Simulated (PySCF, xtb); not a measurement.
CH8ClNSi3, SMILES N[Si@@]1(Cl)C[SiH2][SiH2]1. One conformer was computed; it need not be the lowest.

Harmonic wavenumbers (cm⁻¹) from GFN2-xTB (xtb 6.7.1) at its own minimum, in rising order: 42, 90, 146, 159, 164, 191, 286, 306, 360, 386, 410, 438, 478, 505, 517, 547, 620, 645, 688, 707, 800, 811, 821, 880, 972, 1116, 1471, 1517, 2168, 2183, 2190, 2201, 2986, 3000, 3449, 3493.

Problem. What does PySCF with PBE-D3(BJ)/def2-SVP give at its own minimum? (The exact figures need the calculation; the answer reports its results.)

Solution. 64, 103, 159, 182, 210, 275, 294, 331, 383, 424, 425, 450, 522, 530, 588, 612, 645, 650, 696, 735, 831, 840, 875, 891, 920, 955, 1316, 1490, 2143, 2148, 2163, 2171, 3001, 3073, 3466, 3565. Paired by order, the mean absolute difference is 39 cm⁻¹ and the zero-point energies are 54.0 and 54.5 kcal/mol.
